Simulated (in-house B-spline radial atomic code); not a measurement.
**RPA and G0W0 on r2SCAN0: the tellurium ion Te⁺**

Configuration [Kr] 4d10 5s2 5p3, highest spin, mean-field start r2SCAN0. Computed with a B-spline radial code for spherical atoms: all electrons, scalar-relativistic (spin-free one-electron X2C), finite nucleus, each spin shell either full or empty, empty states to l = 9 with an (l + 1/2)⁻⁴ tail; G0W0 by contour deformation at full frequency.

Spin-orbit coupling, left out, splits p levels strongly here.

Command:
```bash
python run_gw.py task.json out
```
Settings (radii: box in bohr, nucleus in fm):
```
Z                        52
electrons                51
configuration            [Kr] 4d10 5s2 5p3
hamiltonian              x2c
method                   r2scan0
lmax                     9
rms_radius               4.7423
spin_polarised           True
box_radius               23.78
intervals                70
```

Run time, properties included: 6.5 s on 1 thread of Intel(R) Xeon(R) Platinum 8259CL CPU @ 2.50GHz, with other jobs on the host.

Energies (hartree):

```tsv
term	value
mean-field total	-6793.46568
Hartree-Fock functional on these orbitals	-6790.65676
direct second order	-4.3972
second-order exchange	1.2134
SOSEX correction	1.1329
```

(1) What is the RPA correlation energy, and what remains with SOSEX?

Quasi-particle levels (eV):

```
  level  occupied  mean field  Σx - vxc     Σc  QP weight     G0W0
  5p up       yes     -16.105     -2.56      ?          ?        ?
5s down       yes     -22.978     -1.45  -2.06      0.921  -26.488
5p down        no     -10.676      4.20  -2.31      0.932   -8.782
```

G0W0 = mean field + (Σx - vxc) + Σc, with Σc (partial-wave tail included) taken at the quasi-particle energy. Only the outer levels were computed. Levels of low weight are left out.

(2) Where does G0W0 put 5p up?

Answers

(1) RPA gives -3.8702 hartree (-2.06 eV per electron); RPA + SOSEX gives -2.7373, and the second-order doubles -3.1839 hartree (no singles). SOSEX takes back 29 % of the RPA value.

(2) At -19.124 eV, with Σc = -0.46 eV and a quasi-particle weight of 0.932. The tabulated removal energy is 18.6 ± 0.4 eV (NIST, measured); the calculation leaves out spin-orbit coupling, Breit and QED terms, and what these don't explain is the method's own error.
